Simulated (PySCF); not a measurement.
InClBr2, SMILES [In]([Cl])([Br])[Br]. The structure is a stationary point at PBE-D3(BJ)/def2-SVP. The structure was generated by enumeration; whether it is a known compound was not checked. The def2 effective core potentials stand for the cores of In; spin–orbit coupling is left out.

Task: Give the equilibrium geometry at PBE-D3(BJ)/def2-SVP (PySCF confirms it by a frequency run) as a Z-matrix, and its point group. (Estimate from the structure and the level; the computed values follow.)

Result: point group C2v.
```
In
Cl 1 2.3481
Br 1 2.4795 2 119.39
Br 1 2.4795 2 119.39 3 180.00
```
